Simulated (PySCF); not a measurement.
H8N3Si3, SMILES [SiH2]1N[SiH2]N[SiH]N1 (connectivity only; charge and spin as stated), charge +1, multiplicity 1.

The structure is a stationary point at ωB97X-D3(BJ)/def2-SVP. The multiplicity is an assumed one; other spin states were not compared. The isomer is the one that the SMILES or the coordinates give; other isomers of the formula were not compared.

Two levels are set side by side: PBE/def2-TZVP (PySCF) and ωB97X/def2-TZVP (PySCF). Same geometry, gas phase. Differences are taken from unrounded values.

```csv
quantity,ωB97X,PBE,PBE minus ωB97X
orbital gap (eV),10.73,3.99,-6.74
highest occupied level (eV),-14.55,-10.82,3.74
lowest empty level (eV),-3.82,-6.83,-3.01
mean polarisability (bohr³),81.0,86.7,5.7
```

PBE's occupied levels lie high since its potential decays too fast outside the molecule; exact exchange lowers them and widens the gap. Loosely held outer electrons make PBE densities more polarisable. Differences between two approximate levels are no errors against the true value.

Rough cost on one machine, each run with all the roots and properties that it gave: ωB97X against PBE within a factor of 2.
